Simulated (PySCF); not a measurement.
C4H7FSi, SMILES F[Si@H](C=C=C)C.

Geometry: PBE0-D3(BJ)/def2-SVP. The structure was generated by enumeration; whether it is a known compound was not checked. One conformer was computed; it need not be the lowest.

Two levels are set side by side: PBE/def2-TZVP (PySCF) and PBE0/def2-TZVP (PySCF). Same geometry, gas phase. Differences are taken from unrounded values.

```
quantity                      PBE0
---------------------------  -----
orbital gap (eV)              7.05
highest occupied level (eV)  -7.63
lowest empty level (eV)      -0.57
dipole moment (D)             2.06
mean polarisability (bohr³)   73.3
```

Task: What does PBE give, and how far is it from PBE0? (Estimate from the structure and the level; the computed values follow.)

Result: 
```
quantity                       PBE  PBE minus PBE0
---------------------------  -----  --------------
orbital gap (eV)              4.93           -2.12
highest occupied level (eV)  -6.46            1.17
lowest empty level (eV)      -1.53           -0.95
dipole moment (D)             1.95           -0.11
mean polarisability (bohr³)   75.6             2.4
```

PBE's occupied levels lie high since its potential decays too fast outside the molecule; exact exchange lowers them and widens the gap. Loosely held outer electrons make PBE densities more polarisable. Differences between two approximate levels are no errors against the true value.

Rough cost on one machine, each run with all the roots and properties that it gave: PBE0 against PBE within a factor of 2.
